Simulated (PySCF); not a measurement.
**Question.** Give a GFN2-xTB geometry of `C=CCOc1ccns1`.

**Answer.** 
```xyz
16
C6H7NOS angstrom
C     -2.9303   -0.7278    0.0608
C     -1.6430   -0.4422    0.0834
C     -1.0959    0.9487    0.2147
O     -0.1104    1.0489    1.2364
C      1.0917    0.5081    0.9948
C      1.6560   -0.0426   -0.1276
C      2.9736   -0.4476    0.1575
N      3.4023   -0.2416    1.3707
S      2.2451    0.4631    2.2909
H     -3.2839   -1.7387   -0.0443
H     -3.6835    0.0393    0.1349
H     -0.8988   -1.2244    0.0154
H     -0.6716    1.2839   -0.7430
H     -1.8812    1.6456    0.5156
H      1.1834   -0.1542   -1.0852
H      3.6390   -0.9096   -0.5516
```

Orientation and origin are arbitrary. Atoms count from 1 in this order. N8 (pyridine-type nitrogen) is bent (angle 111.0°). The 2 C–O bonds span 1.340 Å (O4–C5, drawn single) to 1.423 Å (C3–O4, drawn single), a spread of 0.083 Å. The 5-membered ring C5–C6–C7–N8–S9 has internal angles of 93.5° to 116.8° (sum 540°, against 540° for a flat polygon); it is planar, 0.00 Å rms from its mean plane, widest ring torsion 0°. The 4 C–C bonds span 1.319 Å (C1=C2, drawn double) to 1.500 Å (C2–C3, drawn single), a spread of 0.181 Å.

Bonds between heavy atoms (Å): C1=C2 1.319, C2–C3 1.500, C3–O4 1.423, O4–C5 1.340, C5–C6 1.372, C6–C7 1.408, C7–N8 1.303, N8–S9 1.638, C5–S9 1.736.

Computed geometry: GFN2-xTB, gas phase.

Point group: C1 (no symmetry element, even within 0.4 Å). GFN2-xTB frequencies: not computed here. One conformer, not necessarily the lowest (C1–C2–C3–O4 130°, C2–C3–O4–C5 73°, C3–O4–C5–C6 8°).
